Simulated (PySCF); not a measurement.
H₂Te₂, SMILES [TeH][TeH].

Coordinates come from a B3LYP-D3(BJ)/def2-TZVP optimisation. The def2 effective core potentials stand for the cores of Te; spin–orbit coupling is left out.

Method: HF/def2-TZVPD (PySCF).

Symmetry labels are those of the subgroup C2 that the program uses (full group C2).

**Question.** List the valence orbital energies around the gap with their symmetry. (Estimate from the structure and the level; the computed values follow.)

**Answer.** 
| orbital | symmetry | energy (eV) |
|---|---|---|
| HOMO−7 | B | -52.96 |
| HOMO−6 | A | -23.51 |
| HOMO−5 | B | -20.75 |
| HOMO−4 | A | -13.56 |
| HOMO−3 | B | -12.88 |
| HOMO−2 | A | -10.67 |
| HOMO−1 | B | -8.98 |
| HOMO | A | -8.94 |
| LUMO | B | 0.38 |
| LUMO+1 | A | 1.42 |
| LUMO+2 | B | 1.42 |
| LUMO+3 | A | 1.49 |
